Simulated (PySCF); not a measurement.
Size series: flake arsenene

All values: TDDFT PBE/def2-SVP, gas phase, PySCF SCF with an in-house response code, fitting set def2-universal-JFIT, grid level 1 (kernel 0), vertical, one conformer each, geometries GFN2-xTB; core orbitals frozen in the response. The lowest 6 singlets were sought, and the brightest is taken among them. The runs took 2 to 10 CPU minutes each on shared server CPUs.

Some members have dark charge-transfer states, which this functional places too low. Tubes, flakes and crystal cuts are finite pieces capped as the formulas show; sizes are those of the cut before relaxation. Spin-orbit coupling is left out, which matters for the heavier atoms here. The basis has no diffuse functions, so the polarisability comes out too low.

| rings | formula | HOMO-LUMO gap / eV | S1 / eV | brightest singlet sought / eV | LUMO / eV | polarisability / bohr³ |
| --- | --- | --- | --- | --- | --- | --- |
| 4 | As18H12 | 2.53 | 2.59 | 2.98 | -2.57 | 631 |
| 5 | As21H13 | 2.50 | 2.57 | 2.75 | -2.58 | 746 |
| 6 | As25H15 | 2.41 | 2.46 | 2.60 | -2.69 | 924 |
| 7 | As26H14 | 2.30 | 2.36 | 2.56 | -2.79 | 963 |
| 8 | As30H16 | 2.23 | 2.28 | 2.49 | -2.87 | 1142 |
| 9 | As30H14 | 2.31 | 2.35 | 2.50 | -2.80 | 1110 |
